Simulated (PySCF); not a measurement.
**CuCl2: what the settings change**

The complex CuCl2 (charge 0) contains Cu(II), shell d9. The structure is a PBE0-D3(BJ)/def2-TZVP geometry optimised for multiplicity 2; coordination linear, point group D∞h, metal–donor distances 2.06 Å.

```
3

Cu    0.000    0.000    0.000
Cl    0.000    0.000    2.062
Cl    0.000    0.000   -2.062
```

Method (PySCF 2.14, density fitting): CASSCF(9,5) with orbitals averaged over all microstates of the shell, strongly contracted NEVPT2 on the averaged canonical orbitals; basis x2c-TZVPall on the metal, x2c-SVPall elsewhere; spin-free X2C; gas phase; spin-orbit coupling by state interaction with the mean-field operator over all roots.

Base run: NEVPT2 ground state 2Σg+, next 2Πg at 1543, then 2Δg at 6791 cm⁻¹, ζ 794 cm⁻¹, μeff(300 K) 2.73 μB.

What happens with the basis x2c-TZVPall on all atoms?

NEVPT2 ground state 2Σg+, next 2Πg at 1634, then 2Δg at 6914 cm⁻¹, ζ 794 cm⁻¹, μeff(300 K) 2.70 μB. It took 2.8 s against 1.9 s on a shared host of the same kind.

No frequencies were computed for the optimised geometry. Ligand-hole states mix strongly into such Cu(II) halides; the d shell alone makes them too ionic, overstates g shifts and moments and can put the wrong state lowest; spectroscopy finds 2Πg lowest in linear CuCl2. NEVPT2 lifts 2Δg from 4182 to 6791 cm⁻¹; on the d shell alone such lifts tend to overshoot.
